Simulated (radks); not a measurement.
Excited configurations of Au III: one electron is placed in a higher orbital outside [Xe] 4f14 5d8. The ground configuration is [Xe] 4f14 5d9. Method: scalar-relativistic Kohn-Sham, SCAN, spin-polarised, spherical densities, finite nucleus; open shells are filled with parallel spins first (spin-orbit coupling, left out, can overturn this in heavy ions); meta-GGA in the generalised Kohn-Sham scheme; Fermi nuclear charge, rms radius 5.4371 fm; computed with a radial shooting solver on a logarithmic mesh with Libxc functionals. Excitation = E - E(ground); binding = E(ion) - E, where the ion is the core of charge +3; n* = 3/sqrt(2 binding) in atomic units, and the quantum defect is n - n*.

| outer orbital | excitation (eV) | binding (eV) | n* | eigenvalue (eV) | <r> (bohr) |
|---|---|---|---|---|---|
| 5f | 25.234 | 8.098 | 3.889 | -6.338 | 5.299 |
| 6s | 4.068 | 29.264 | 2.046 | -25.117 | 2.368 |
| 6d | 21.920 | 11.412 | 3.276 | -9.389 | 4.539 |
| 6f | 27.912 | 5.420 | 4.753 | -4.454 | 9.270 |
| 7p | 23.345 | 9.987 | 3.502 | -8.592 | 6.046 |
| 7f | 29.523 | 3.809 | 5.670 | -3.212 | 14.30 |

The Delta-SCF ionisation energy is 33.332 eV (NIST Atomic Spectra Database: 30 eV, theoretical). Self-interaction in the functional shifts the binding energies and quantum defects, so they are the method's values and not measured ones. Open shells are spherical and high-spin; term and fine-structure splittings are not resolved. Spin-orbit splitting is averaged out at the scalar-relativistic level.
